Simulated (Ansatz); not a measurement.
Consider the formal exchange of groups at the Si–Si bond: trisilane + `[NH2][AlH][NH2]` → `[NH2][Al]([NH2])[SiH2][SiH3]` + SiH₄.

Isolated molecules relaxed with PBE0-D4/def2-TZVP in Ansatz; ΔE leaves out vibrations. CBS: MP2 limit from def2 TZ/QZ plus the TZ coupled-cluster correction, frozen cores. This one scheme is used for every species. Functionals use def2-TZVPP. One conformer a species, not always the lowest.

`[SiH3][SiH2][SiH3]`:

Z-matrix (Å, degrees):
```
Si
Si 1 2.338
H 1 1.488 2 109.8
H 1 1.488 2 111.3 3 120.4
H 1 1.488 2 109.8 3 -119.2
Si 2 2.338 1 110.3 3 59.6
H 2 1.490 1 109.6 3 -179.6
H 2 1.490 1 109.6 3 -61.1
H 6 1.488 2 109.8 1 -59.5
H 6 1.488 2 109.8 1 59.7
H 6 1.488 2 111.3 1 -179.9
```

`[NH2][AlH][NH2]`:

Cartesian coordinates in Å:
```
N -0.243 1.540 0.077
Al -0.553 -0.190 -0.128
N 0.761 -1.362 0.044
H 0.642 1.967 0.292
H -0.955 2.245 -0.011
H -2.013 -0.691 -0.468
H 1.723 -1.155 0.257
H 0.637 -2.355 -0.063
```

`[NH2][Al]([NH2])[SiH2][SiH3]`:

Z-matrix (Å, degrees):
```
Si
Si 1 2.338
Al 1 2.441 2 109.5
H 1 1.493 2 108.4 3 123.4
H 1 1.494 2 107.4 3 -121.5
H 2 1.489 1 110.1 3 -62.2
H 2 1.491 1 109.4 3 55.9
H 2 1.489 1 113.2 3 176.4
N 3 1.770 1 117.9 2 -37.1
N 3 1.769 1 121.6 2 141.6
H 9 1.007 3 126.6 1 -179.5
H 9 1.007 3 123.4 1 0.0
H 10 1.007 3 123.5 1 1.3
H 10 1.007 3 126.4 1 -179.0
```

SiH₄:

Z-matrix (Å, degrees):
```
Si
H 1 1.485
H 1 1.485 2 109.5
H 1 1.485 2 109.5 3 -120.0
H 1 1.485 2 109.5 3 120.0
```

```
                       species  r2SCAN0-D4 energy (Eh)
          `[SiH3][SiH2][SiH3]`              -873.20519
             `[NH2][AlH][NH2]`              -354.96458
`[NH2][Al]([NH2])[SiH2][SiH3]`              -936.32137
                          SiH₄              -291.85203
```

Q: Work out ΔE.

A: ΔE = (-936.32137) + (-291.85203) − (-873.20519) − (-354.96458) = -0.00363 Eh = -9.5 kJ/mol. CCSD(T)/CBS gives -10.6 kJ/mol.

Largest T1 diagnostic among the species: 0.013.

Leaving LDA and LC-ωPBE aside and taking each functional with its dispersion term where it has one, the values, not all of them listed here, spread over 12.8 kJ/mol, from PBE-D4 to B97M-V. At CCSD(T), def2-SVP lies −4.5 kJ/mol from the extrapolated value and def2-TZVPP −2.3 kJ/mol. In def2-TZVPP, CCSD(T) changes the Hartree–Fock value by −4.7 kJ/mol (the triples alone add −1.0 kJ/mol) and MP2 by −3.8 kJ/mol.
